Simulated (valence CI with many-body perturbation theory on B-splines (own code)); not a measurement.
Forbidden lines of In XXVI

Computed by configuration interaction combined with many-body perturbation theory (CI+MBPT): six valence electrons over a frozen Dirac-Fock core [Ar], radial functions for each j: 7 s, 7 p, 8 d, 6 f, 4 g, 1 h, with the one-electron correlation potential Σ1, the two-electron term Σ2, the three-electron term Σ3, Breit, model QED; selected CI, second order for the rest, scaled by the run's own slope (own B-spline code, finite nucleus).

No measured spectrum was set against this ion. As an estimate, terms of the open shell hold to 2 to 4 % of their energy, and close levels can change places. Core correlation moves these levels by up to 11000 cm⁻¹, and in measured spectra 5 to 20 % of such shifts remained as error; rates that hang on mixing are uncertain with them. Among the levels kept, up to 920 cm⁻¹ of a level comes from second order outside the variational space, and about a tenth of that is noise between levels of different J, which matters for small intervals. Only levels of the ground parity were solved; by the run's estimate the other parity begins above the list, which can be wrong where configurations are misplaced.

Lines 1 to 50 of 120 in falling wavelength, among levels below 522340 cm⁻¹, chosen from the decays that carry over 1 % of a level's rate. Wavelengths and rates use the calculated energies, so an error of 3000 cm⁻¹ moves a line at 4163 Å by 12 % and its rate by three times that or more. Electric multipoles are in the length gauge, E1 and E2 with the static RPA response of the core. S is in atomic units (e²a₀⁴ for E2 and M2, e²a₀⁶ for E3), for M1 in squared Bohr magnetons. Weak lines are less certain than strong ones. Lines between different terms over intervals too small for the method are left out, as are lines whose strength nearly cancels. Where a level lies close to another of its J and parity, the split of strength between their lines is uncertain.

Names give the largest LS component (configuration and term), which can be under half, so a name can repeat, a term be missing and a line seem to break the LS rules; names also repeat where a configuration has a term twice. Letters in brackets count levels of one name in rising energy.

| λ vac (Å) | Upper | Lower | Type | A (s⁻¹) | S (a.u.) |
| --- | --- | --- | --- | --- | --- |
| 8265 | 3d6 5D_3 | 3d6 5D_2 [a] | M1 | 4.27e+01 | 6.25e+00 |
| 5564 | 3d6 3H_5 | 3d6 3H_4 [b] | M1 | 7.40e+01 | 5.19e+00 |
| 4350 | 3d6 3G_3 | 3d6 3G_4 | M1 | 2.26e+02 | 4.84e+00 |
| 4253 | 3d6 3H_6 | 3d6 3H_4 [a] | E2 | 2.80e-05 | 4.52e-04 |
| 4163 | 3d6 3G_5 | 3d6 3H_4 [a] | M1 | 1.55e+02 | 4.56e+00 |
| 3555 | 3d6 5D_0 | 3d6 5D_2 [a] | E2 | 4.37e-03 | 2.21e-03 |
| 3459 | 3d6 3H_4 [b] | 3d6 3F_3 [a] | M1 | 1.79e+02 | 2.47e+00 |
| 3412 | 3d6 5D_1 | 3d6 5D_2 [a] | M1 | 1.45e+03 | 6.41e+00 |
| 3167 | 3d6 3P_0 [a] | 3d6 3D_1 | M1 | 3.00e+02 | 3.53e-01 |
| 3157 | 3d6 5D_2 [a] | 3d6 5D_4 | E2 | 2.45e-03 | 3.42e-03 |
| 2555 | 3d6 3D_1 | 3d6 3F_2 [a] | M1 | 1.18e+02 | 2.18e-01 |
| 2421 | 3d6 3H_4 [a] | 3d6 5D_3 | M1 | 1.26e+02 | 5.95e-01 |
| 2411 | 3d6 3D_2 | 3d6 3F_2 [a] | M1 | 2.54e+02 | 6.59e-01 |
| 2361 | 3d6 3G_4 | 3d6 3F_3 [a] | M1 | 6.15e+01 | 2.70e-01 |
| 2323 | 3d6 1F_3 | 3d6 3G_4 | M1 | 2.56e+02 | 8.32e-01 |
| 2292 | 3d6 3P_1 [a] | 3d6 3D_2 | M1 | 1.31e+03 | 1.75e+00 |
| 2284 | 3d6 5D_3 | 3d6 5D_4 | M1 | 2.53e+03 | 7.84e+00 |
| 2232 | 3d6 3D_2 | 3d6 3F_3 [a] | M1 | 6.47e+02 | 1.33e+00 |
| 2208 | 3d6 3F_3 [a] | 3d6 3H_4 [a] | M1 | 1.03e+03 | 2.87e+00 |
| 2176 | 3d6 3P_1 [a] | 3d6 3D_1 | M1 | 8.44e+02 | 9.67e-01 |
| 2157 | 3d6 1G_4 [a] | 3d6 3D_3 | M1 | 1.27e+02 | 4.26e-01 |
| 2026 | 3d6 1D_2 [a] | 3d6 3D_3 | M1 | 5.43e+02 | 8.37e-01 |
| 1993 | 3d6 3H_4 [b] | 3d6 3G_5 | M1 | 5.00e+02 | 1.32e+00 |
| 1926 | 3d6 3D_1 | 3d6 5D_2 [b] | M1 | 2.35e+03 | 1.87e+00 |
| 1843 | 3d6 3D_2 | 3d6 5D_2 [b] | M1 | 1.05e+02 | 1.22e-01 |
| 1807 | 3d6 3D_3 | 3d6 3F_2 [a] | M1 | 3.50e+02 | 5.37e-01 |
| 1770 | 3d6 1F_3 | 3d6 3H_4 [b] | M1 | 7.38e+01 | 1.06e-01 |
| 1740 | 3d6 3P_1 [a] | 3d6 1S_0 [a] | M1 | 9.62e+02 | 5.63e-01 |
| 1725 | 3d6 3P_1 [b] | 3d6 3P_0 [a] | M1 | 2.01e+03 | 1.15e+00 |
| 1720 | 3d6 1G_4 [a] | 3d6 3H_5 | M1 | 4.52e+02 | 7.68e-01 |
| 1705 | 3d6 3D_3 | 3d6 3F_3 [a] | M1 | 1.65e+02 | 2.13e-01 |
| 1668 | 3d6 5D_2 [b] | 3d6 5D_1 | M1 | 2.74e+03 | 2.36e+00 |
| 1612 | 3d6 3G_3 | 3d6 3F_2 [a] | M1 | 1.01e+03 | 1.10e+00 |
| 1596 | 3d6 1G_4 [a] | 3d6 3G_4 | M1 | 4.99e+02 | 6.77e-01 |
| 1582 | 3d6 1D_2 [a] | 3d6 3D_2 | M1 | 2.23e+02 | 1.64e-01 |
| 1572 | 3d6 3G_4 | 3d6 3G_5 | M1 | 2.33e+03 | 3.02e+00 |
| 1530 | 3d6 3G_3 | 3d6 3F_3 [a] | M1 | 2.75e+03 | 2.56e+00 |
| 1525 | 3d6 1D_2 [a] | 3d6 3D_1 | M1 | 7.57e+02 | 4.98e-01 |
| 1490 | 3d6 3F_4 | 3d6 1F_3 | M1 | 1.11e+03 | 1.23e+00 |
| 1468 | 3d6 3D_3 | 3d6 5D_2 [b] | M1 | 2.29e+03 | 1.88e+00 |
| 1467 | 3d6 3H_5 | 3d6 3G_5 | M1 | 1.78e+03 | 2.29e+00 |
| 1456 | 3d6 3H_5 | 3d6 3H_6 | M1 | 3.57e+03 | 4.50e+00 |
| 1414 | 3d6 3F_2 [b] | 3d6 1F_3 | M1 | 4.05e+03 | 2.12e+00 |
| 1348 | 3d6 3H_4 [b] | 3d6 3H_4 [a] | M1 | 7.22e+03 | 5.90e+00 |
| 1337 | 3d6 3G_3 | 3d6 5D_2 [b] | M1 | 1.02e+02 | 6.33e-02 |
| 1314 | 3d6 1G_4 [a] | 3d6 3H_4 [b] | M1 | 2.93e+03 | 2.22e+00 |
| 1296 | 3d6 5D_2 [b] | 3d6 5D_3 | M1 | 1.02e+04 | 4.10e+00 |
| 1218 | 3d6 1F_3 | 3d6 3F_2 [a] | M1 | 3.44e+02 | 1.61e-01 |
| 1175 | 3d6 3H_4 [a] | 3d6 5D_4 | M1 | 5.83e+03 | 3.16e+00 |
| 1175 | 3d6 3P_1 [a] | 3d6 3F_2 [a] | M1 | 2.62e+03 | 4.72e-01 |
